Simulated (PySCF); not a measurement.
## Reading a saddle point

A first-order saddle point of GeH$_{5}$O$_{2}$F, singlet, PBE0-D4/def2-TZVP, with one imaginary mode of 416i cm⁻¹:

Ge1  (-0.888, -0.569, 0.200)
F2  (0.856, -1.126, 1.176)
H3  (-0.731, -1.894, -0.549)
H4  (-1.579, -0.552, 1.563)
H5  (-1.654, 0.392, -0.750)
H6  (1.162, -0.002, 0.629)
O7  (0.632, 0.819, 0.153)
O8  (1.109, 0.984, -1.174)
H9  (1.093, 1.947, -1.249)
(Å)

PySCF 2.14 with density fitting (its default auxiliary sets; JK sets also for MP2 and CCSD(T)); basis: def2-TZVPP and def2-QZVPP; cores frozen in the correlated methods. Filled d shells of the heavier atoms are correlated. The def2 sets are not built for correlating such inner shells, so the correlated values are less sure here. Extrapolation: Hartree–Fock as exp(−7.88 √X), correlation as X^−2.97.

Question: Which contacts change along the imaginary mode, and what lies on either side? (A judgement: the text doesn't fix the answer.)

Answer: Computed: The step is GeH₃F ([F][GeH3]) + H₂O₂ ([OH][OH]) → GeH₄O₂ ([OH][O][GeH3]) + HF, with the molecules in contact on both sides. Shortening one way: Ge1–O7, F2–H6; lengthening the same way: Ge1–F2, H6–O7.
```tsv
pair	one side (Å)	saddle (Å)	other side (Å)
Ge1–O7	3.65	2.06	1.83
F2–H6	1.86	1.29	0.94
Ge1–F2	1.76	2.07	3.66
H6–O7	0.97	1.09	1.66
```

Question: Which side is lower, and how far does the saddle lie above each? (Judge from chemistry; the value comes from the calculation.)

Answer: The calculation gives: The side with Ge1–F2, H6–O7 short is lower by 4.72 kcal/mol; the saddle lies 29.55 kcal/mol above it and 24.83 kcal/mol above the other (CCSD(T) at an estimated basis limit (MP2 extrapolated from triple and quadruple zeta, plus CCSD(T) − MP2 in triple zeta); electronic energies).

The T1 diagnostic stays at or below 0.014.

Labels in which every atom is bracketed show which atoms are joined, not bond orders.

For scale, one of the runs: CCSD(T)/def2-TZVPP, 211 basis functions, launched by `OMP_NUM_THREADS=4 python run.py`. Time: 19 min of wall clock on 4 CPU threads of an Arm Neoverse V1; the host was shared. Peak host memory: 4.2 GiB.
